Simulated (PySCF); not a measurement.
H₁₂Si₅, SMILES [SiH3][Si]([SiH3])([SiH3])[SiH3]. Coordinates come from a PBE0-D3(BJ)/def2-SVP optimisation.

These are PBE0-D3(BJ)/def2-SVP run with PySCF 2.14.0 values and carry that method's errors.

Harmonic wavenumbers (cm⁻¹): 81, 81, 85, 88, 88, 88, 94, 94, 94, 307, 440, 440, 441, 463, 463, 463, 561, 561, 577, 577, 577, 848, 848, 848, 901, 928, 928, 928, 932, 932, 936, 936, 936, 2214, 2214, 2214, 2220, 2227, 2227, 2227, 2228, 2228, 2231, 2231, 2231. Rotational constants (GHz): 1.026, 1.026, 1.025; symmetry number 1.

### Question
Work out the zero-point energy and the ideal-gas rigid-rotor harmonic-oscillator thermochemistry at 298.15 K and 1 atm.

### Answer
ZPE = ½ Σ hcν = ½ × 44257 cm⁻¹ = 63.27 kcal/mol. H − E(el) = 72.12 kcal/mol. Entropy in cal/(mol K): translation 40.98, rotation 30.08, vibration 43.65, total 114.70. G − E(el) = 37.92 kcal/mol. Cp = 46.79 cal/(mol K). Modes under 150 cm⁻¹ make the vibrational entropy uncertain.
